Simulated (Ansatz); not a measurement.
Consider the ligand exchange at the Si–N bond: `O[Si@@H](F)N[Si@@H](O)F` + `C[SeH]` → `C[Se][SiH](O)F` + `N[SiH](O)F`.

Computed with Ansatz on PBE0-D4/def2-TZVP structures; ΔE is electronic, products minus reactants. CCSD(T)/CBS is the MP2 limit (def2-TZVPP, def2-QZVPP) plus CCSD(T) − MP2 in def2-TZVPP, frozen cores. This one scheme is used for every species. Functionals use def2-TZVPP. B3LYP here is the variant with VWN-RPA as its local correlation; programs differ in this. For Se outer-core shells are correlated without core-valence functions, which leaves a few kJ/mol of doubt a bond. Scalar relativity is left out up to krypton. One conformer a species, not always the lowest.

| level | ΔE (kJ/mol) | difference from CCSD(T)/CBS |
| --- | --- | --- |
| PBE-D4 | 8.0 | -9.8 |
| r2SCAN-D4 | 17.0 | -0.8 |
| PBE0-D4 | 12.7 | -5.1 |
| ωB97X-V | 20.3 | 2.5 |
| PBE | 7.3 | -10.5 |
| r2SCAN | 16.6 | -1.2 |
| B3LYP | 18.9 | 1.1 |
| HF/def2-TZVPP | 30.3 | 12.5 |
| MP2/def2-TZVPP | 18.5 | 0.7 |
| SCS-MP2/def2-TZVPP | 22.1 | 4.3 |
| CCSD/def2-TZVPP | 25.4 | 7.6 |
| CCSD(T)/def2-TZVPP | 23.4 | 5.6 |
| HF/def2-QZVPP | 31.5 | 13.7 |
| MP2/def2-QZVPP | 15.7 | -2.1 |
| HF/CBS(def2) | 31.7 | 13.9 |
| MP2/CBS(def2) | 12.9 | -4.9 |
| CCSD(T)/CBS | 17.8 | 0 |

Largest T1 diagnostic among the species: 0.012.

In def2-TZVPP, CCSD(T) changes the Hartree–Fock value by −6.9 kJ/mol (the triples alone add −1.9 kJ/mol) and MP2 by −11.8 kJ/mol. From PBE to PBE0 (25 % exact exchange), in def2-TZVPP and without D4, ΔE moves by +4.8 kJ/mol.
